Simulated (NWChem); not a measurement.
Molecule: C₂H₃F₃Si; SMILES C=C[Si](F)(F)F

```xyz
9

C     -0.0944     2.4306     0.0005
C      0.7145     1.3641    -0.0050
Si     0.0410    -0.3368    -0.0005
F      0.4715    -1.1767    -1.2970
F      0.5304    -1.1916     1.2650
F     -1.5625    -0.2952     0.0351
H     -1.1845     2.3266     0.0088
H      0.2979     3.4532    -0.0025
H      1.8007     1.5140    -0.0121
```
Atoms are numbered in this order, from 1.

Program: NWChem. STO-3G and 3-21G are far too small for this property and stand as cheap habits. Coordinates come from a PBE0/def2-SVP optimisation. GIAO values for the isolated, static molecule; σ is the absolute isotropic shielding, δ = σ(reference) − σ with the isolated reference molecule computed at the same levels (13C: tetramethylsilane, 19F: trichlorofluoromethane, 1H: tetramethylsilane, 29Si: tetramethylsilane).

For level LDA (Slater exchange, VWN5)/pcSseg-1:

```
Property                  Value
-----------------------  ------
δ C1 (ppm)                159.2
δ C2 (ppm)                135.2
δ Si3 (ppm)               -58.2
δ F4 (rotor mean) (ppm)  -159.3
```

Task: How do the values read with level Hartree-Fock/STO-3G instead?

Result: 
- δ C1 (ppm) = 130.4
- δ C2 (ppm) = 114.7
- δ Si3 (ppm) = -6.4
- δ F4 (rotor mean) (ppm) = -171.9
